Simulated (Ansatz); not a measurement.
Reaction (atomization): `[GeH3][NH]C1=C[SiH2]1` → 2 C• + Ge• + 7 H• + N• + Si•

Calculated with Ansatz (gas phase, PBE0-D4/def2-TZVP geometries, no zero-point term in ΔE). CCSD(T)/CBS adds triple-zeta CCSD(T) − MP2 to the extrapolated MP2 energy (def2 sets, frozen cores). This one scheme is used for every species, atoms too. Functionals use def2-TZVPP. Open shells (•) are unrestricted, without spin–orbit coupling. Spin–orbit coupling would lower the free atoms: a little for C, Si; clearly for Ge. Bonds to Ge are less sure, by a few kJ/mol each and by 10 to 20 or more in all where they break to atoms, as the def2 sets lack core-valence functions. Scalar relativity is left out up to krypton. One conformer a species, not always the lowest.

```json
{"species": "`[GeH3][NH]C1=C[SiH2]1`", "BHLYP-D4 energy (Eh)": "-2501.57349"}
{"species": "C•", "BHLYP-D4 energy (Eh)": "-37.84774"}
{"species": "Ge•", "BHLYP-D4 energy (Eh)": "-2076.90401"}
{"species": "H•", "BHLYP-D4 energy (Eh)": "-0.49854"}
{"species": "N•", "BHLYP-D4 energy (Eh)": "-54.59085"}
{"species": "Si•", "BHLYP-D4 energy (Eh)": "-289.37700"}
```

Task: Work out ΔE.

Result: ΔE = 7 × (-0.49854) + 2 × (-37.84774) + (-2076.90401) + (-54.59085) + (-289.37700) − (-2501.57349) = 1.51637 Eh = +3981.2 kJ/mol. CCSD(T)/CBS gives +4093.7 kJ/mol.

Largest T1 diagnostic among the species: 0.013.

From r2SCAN to r2SCAN0 (25 % exact exchange), in def2-TZVPP and without D4, ΔE moves by −63.8 kJ/mol: exact exchange takes away binding that semilocal exchange gives to molecules. At CCSD(T), def2-SVP lies −255.4 kJ/mol from the extrapolated value and def2-TZVPP −108.6 kJ/mol: correlation converges slowly with the basis, and small sets miss more of it in the bonded molecule than in its fragments. In def2-TZVPP, CCSD(T) changes the Hartree–Fock value by +1104.9 kJ/mol (the triples alone add +70.1 kJ/mol) and MP2 by +1150.9 kJ/mol; breaking electron pairs costs correlation energy, which Hartree–Fock lacks.

For atomizations the MP2-based limit and the directly extrapolated one differ by several kJ/mol either way, and by 10 to 25 for some Ge, Se and Sn compounds, so smaller differences from it don't rank the levels.
